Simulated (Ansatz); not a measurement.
Caution, from a PySCF single point (B3LYP-D3(BJ)/def2-TZVP) at this geometry: the restricted solution is unstable towards spin-unrestricted or complex orbitals, so a lower solution exists and this singlet may not be the ground state. This singlet is an excited state, 0.59 eV above the relaxed triplet at the level frozen-core CCSD(T)/cc-pVTZ // B3LYP-D3(BJ)/def2-TZVP (Ansatz, a program for electronic structure).

A geometry relaxed with B3LYP-D3(BJ)/def2-TZVP (Ansatz), charge 0, multiplicity 1:

```xyz
8

Al     1.8202     0.0934    -0.2188
H      2.5585     1.4422     0.1311
H      2.4712    -1.2896    -0.6091
C     -1.4366     0.0402    -0.1601
H     -1.4187    -1.0424    -0.4546
H     -2.0033     0.5480    -0.9518
C     -0.0261     0.1367    -0.1646
H     -1.9652     0.0715     0.8019
```

Q: Write the SMILES of this molecule.

A: `C[C][AlH2]`
